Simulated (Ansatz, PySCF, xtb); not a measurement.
Energy difference 3 R1 + R2 → P1 + 2 P2 + P3, each structure at its B3LYP-D3(BJ)/def2-TZVP stationary point, reached from a drawn start (curvature not checked).
P1, CH4 (SMILES C) (charge 0, multiplicity 1, Z-matrix in Å and degrees):
```
C
H 1 1.0893
H 1 1.0893 2 109.47
H 1 1.0893 2 109.47 3 -120.00
H 1 1.0893 2 109.47 3 120.00
```
R1: H2 (SMILES [H][H]), charge 0, multiplicity 1.
P2: HCl (SMILES Cl), charge 0, multiplicity 1.
P3, SiH4 (SMILES [SiH4]) (charge 0, multiplicity 1):
| atom | x (Å) | y (Å) | z (Å) |
|---|---|---|---|
| Si | 0.0000 | 0.0000 | 0.0000 |
| H | 0.8547 | 0.8547 | 0.8547 |
| H | -0.8547 | -0.8547 | 0.8547 |
| H | -0.8547 | 0.8547 | -0.8547 |
| H | 0.8547 | -0.8547 | -0.8547 |
R2: CH4Cl2Si (SMILES C[SiH](Cl)Cl), charge 0, multiplicity 1.

P less R. No zero-point or thermal terms.

Correlated levels freeze the cores. CBS: X⁻³ extrapolation of the correlation energy, Hartree–Fock from the larger set.

Codes used: Ansatz (a quantum-chemistry and plane-wave program); PySCF for the D3/D4 terms; xtb for the GFN methods. Each number belongs to the level named beside it.

The comparison value is 34.27 kcal/mol (CCSD(T)/CBS(cc-pV(T+d)Z, cc-pV(Q+d)Z)). It is a level with limits of its own, not the exact answer.

**Question.** Order these levels by how close they come to the comparison value for the reaction energy, closest first: r2SCAN/def2-TZVPP, HF/cc-pV(Q+d)Z, BLYP/def2-TZVPP, PBE-D4/def2-TZVPP, GFN1-xTB. Give each level's value less the comparison value.

**Answer.** PBE-D4/def2-TZVPP (-0.56 kcal/mol), r2SCAN/def2-TZVPP (0.78 kcal/mol), BLYP/def2-TZVPP (-7.54 kcal/mol), HF/cc-pV(Q+d)Z (-12.55 kcal/mol), GFN1-xTB (-15.92 kcal/mol)
